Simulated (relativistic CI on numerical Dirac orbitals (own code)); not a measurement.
**Transition arrays of Sr XVI**

Method of calculation: Dirac-Coulomb-Breit CI, separate exchange-only KLI orbitals for each configuration, model QED (radiative potential, 1s self-energy scaled to tabulated hydrogen-like ionisation energies), valence Slater integrals scaled by 0.9, whole transition arrays (own radial code, finite nucleus).

Configurations in the expansion (outside the closed core [Ne] 3s2): 3p⁶3d⁵, 3p⁶3d⁴4f, 3p⁵3d⁶, 3p⁶3d⁴4p, 3p⁶3d⁴5f. Levels of other configurations are missing.

All E1 lines from the levels of 3p⁶3d⁵; mean and standard deviation are weighted by gf, and upper levels are sorted by their leading configuration.

```csv
Upper configuration,Lines,Σgf,Mean (eV),Mean (nm),σ (eV),Strongest line (nm)
3p⁶3d⁴4f,5470,763.4,333.71,3.715,4.46,3.686
3p⁵3d⁶,3245,295.3,144.05,8.607,10.59,7.824
3p⁶3d⁴4p,3245,58.3,246.78,5.024,4.39,5.022
3p⁶3d⁴5f,5470,328.6,413.74,2.997,4.99,2.978
```

Σgf per state of the lower configuration in bins of 0.2 nm over the central range (centre: value): 2.9: 0.76, 3.1: 0.54, 3.7: 2.78, 3.9: 0.24, 4.9: 0.09, 5.1: 0.13, 7.9: 0.19, 8.1: 0.17, 8.3: 0.12, 8.5: 0.13, 8.7: 0.11, 8.9: 0.09, 9.1: 0.08, 9.3: 0.07, 9.5: 0.06.

Q: How do configuration mixing and the scaling of the Slater integrals move the arrays?

A: Slater scale 0.9, no configuration mixing: 3p⁶3d⁴4f 333.7 ± 4.5 eV (Σgf 760.2), 3p⁵3d⁶ 144.4 ± 10.7 eV (Σgf 323.4), 3p⁶3d⁴4p 246.9 ± 4.3 eV (Σgf 61.5), 3p⁶3d⁴5f 413.5 ± 5.0 eV (Σgf 248.6); Slater scale 1: 3p⁶3d⁴4f 334.3 ± 4.9 eV (Σgf 769.7), 3p⁵3d⁶ 145.5 ± 11.5 eV (Σgf 294.9), 3p⁶3d⁴4p 246.8 ± 4.9 eV (Σgf 58.0), 3p⁶3d⁴5f 414.0 ± 5.5 eV (Σgf 332.3); Slater scale 0.8: 3p⁶3d⁴4f 333.1 ± 4.0 eV (Σgf 757.1), 3p⁵3d⁶ 142.6 ± 9.7 eV (Σgf 295.6), 3p⁶3d⁴4p 246.7 ± 3.9 eV (Σgf 58.6), 3p⁶3d⁴5f 413.5 ± 4.5 eV (Σgf 325.1). With mixing, levels are counted to their leading configuration, so an array can shrink or vanish into another, and the sums then hold other lines.
